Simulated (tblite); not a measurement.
Species: C7H11Cl.
Atom-mapped SMILES: `[CH3:1][C@@H:2]1[CH2:3][C@H:4]2[CH2:5][C@@:6]2([Cl:7])[CH2:8]1` (hydrogens: H9, H10, H11 on C1; H12 on C2; H13, H14 on C3; H15 on C4; H16, H17 on C5; H18, H19 on C8)

Computed with GFN2-xTB (tblite), gas phase: Langevin dynamics at 300 K from the optimised GFN2-xTB geometry, time step 0.5 fs, friction 0.01 fs⁻¹, 2000 steps. The instantaneous temperature is 2·E(kin)/(3Nk) with all 3N coordinates.

| t (fs) | T (K) | E(pot) above start (eV) | C1–C2 (Å) | C2–C3 (Å) | C3–C4 (Å) | C4–C5 (Å) | C5–C6 (Å) | C1–H9 (Å) |
| --- | --- | --- | --- | --- | --- | --- | --- | --- |
| 0 | 244 | 0.000 | 1.526 | 1.542 | 1.518 | 1.505 | 1.495 | 1.087 |
| 50 | 180 | 0.449 | 1.540 | 1.547 | 1.541 | 1.490 | 1.496 | 1.096 |
| 100 | 212 | 0.560 | 1.553 | 1.586 | 1.476 | 1.528 | 1.498 | 1.116 |
| 150 | 290 | 0.617 | 1.509 | 1.532 | 1.530 | 1.498 | 1.577 | 1.066 |
| 200 | 256 | 0.813 | 1.572 | 1.515 | 1.576 | 1.472 | 1.563 | 1.100 |
| 250 | 316 | 0.915 | 1.520 | 1.490 | 1.509 | 1.556 | 1.494 | 1.062 |
| 300 | 345 | 0.548 | 1.543 | 1.564 | 1.504 | 1.495 | 1.450 | 1.127 |
| 350 | 310 | 0.717 | 1.494 | 1.542 | 1.526 | 1.511 | 1.520 | 1.069 |
| 400 | 287 | 0.676 | 1.546 | 1.552 | 1.496 | 1.459 | 1.494 | 1.077 |
| 450 | 289 | 0.617 | 1.549 | 1.557 | 1.583 | 1.508 | 1.452 | 1.089 |
| 500 | 227 | 0.570 | 1.514 | 1.482 | 1.547 | 1.504 | 1.490 | 1.055 |
| 550 | 210 | 0.453 | 1.503 | 1.543 | 1.523 | 1.486 | 1.498 | 1.103 |
| 600 | 285 | 0.469 | 1.518 | 1.531 | 1.480 | 1.546 | 1.547 | 1.055 |
| 650 | 345 | 0.474 | 1.522 | 1.524 | 1.563 | 1.505 | 1.504 | 1.107 |
| 700 | 289 | 0.672 | 1.512 | 1.599 | 1.511 | 1.486 | 1.503 | 1.084 |
| 750 | 297 | 0.653 | 1.565 | 1.510 | 1.543 | 1.488 | 1.474 | 1.069 |
| 800 | 453 | 0.577 | 1.529 | 1.564 | 1.503 | 1.479 | 1.441 | 1.093 |
| 850 | 296 | 0.612 | 1.534 | 1.570 | 1.596 | 1.453 | 1.569 | 1.107 |
| 900 | 346 | 0.624 | 1.517 | 1.510 | 1.512 | 1.532 | 1.517 | 1.086 |
| 950 | 267 | 0.709 | 1.541 | 1.519 | 1.527 | 1.487 | 1.467 | 1.128 |
| 1000 | 223 | 0.722 | 1.520 | 1.511 | 1.549 | 1.465 | 1.525 | 1.031 |

Q: From 500 fs on, how do temperature and potential energy compare with equipartition?

A: The mean temperature of these 11 frames is 294 K against the target 300 K, and the mean potential energy 0.59 eV against 51 × kT/2 = 0.66 eV for 51 classical harmonic modes. For 19 atoms in a canonical ensemble the temperature itself scatters by T·√(2/(3N)) = 56 K; here its standard deviation is 66 K. The whole run lasts only 10 friction times of 100 fs, so these averages carry a wide statistical error.

Q: What are the kinetic and total energies of the listed frame with the highest potential energy?

A: The one at 250 fs, 0.915 eV above the start. Its kinetic energy is 3NkT/2 = 0.776 eV at 316 K, so the sum is 1.69 eV; over the listed frames the sum runs from 0.60 to 1.69 eV, since the thermostat adds and removes energy.

Q: How much do the listed bonds fluctuate from 500 fs on?

A: 
```tsv
bond	at the start (Å)	mean (Å)	standard deviation (Å)
C1–C2	1.526	1.525	0.016
C2–C3	1.542	1.533	0.032
C3–C4	1.518	1.532	0.030
C4–C5	1.505	1.494	0.026
C5–C6	1.495	1.503	0.035
C1–H9	1.087	1.083	0.027
```

The motion is classical and holds no zero-point motion.

The cost below is that of the whole dynamics run. Hardware: one thread of an Arm Neoverse V1, on a shared host. Cost: 16 s wall, 0.18 GiB resident at most.
